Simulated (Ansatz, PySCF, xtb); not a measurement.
Reaction 2 R1 → P1 + 2 P2, each structure at its B3LYP-D3(BJ)/def2-TZVP stationary point, reached from a drawn start (curvature not checked).
R1: CH4 (SMILES C), charge 0, multiplicity 1.
P1: C2H4 (SMILES C=C), charge 0, multiplicity 1.
P2, H2 (SMILES [H][H]) (charge 0, multiplicity 1):
```xyz
2

H      0.3720     0.0000     0.0000
H     -0.3720     0.0000     0.0000
```

P less R. No zero-point or thermal terms.

Cores are frozen in the correlated methods.

Codes used: Ansatz (Gaussian orbitals); PySCF for the D3/D4 terms; xtb for the GFN methods. No computed number here is a measurement.

| level | reaction energy (kcal/mol) |
|---|---|
| GFN2-xTB | 72.06 |
| revPBE-D4/def2-TZVPP | 56.24 |
| r2SCAN-D3(BJ)/def2-TZVPP | 60.65 |
| B3LYP-D3(BJ)/def2-TZVPP | 58.03 |
| PBE0-D3(BJ)/def2-TZVPP | 62.82 |
| CAM-B3LYP/def2-TZVPP | 61.00 |
| B2PLYP/def2-TZVPP | ___ |
| SCS-MP2/cc-pVDZ | ___ |
| CCSD/cc-pVTZ | ___ |

Q: Some entries are withheld; supply them.

A: 
- B2PLYP/def2-TZVPP, reaction energy (kcal/mol): 58.74
- SCS-MP2/cc-pVDZ, reaction energy (kcal/mol): 58.90
- CCSD/cc-pVTZ, reaction energy (kcal/mol): 59.75

Ansatz is a quantum-chemistry and plane-wave program.
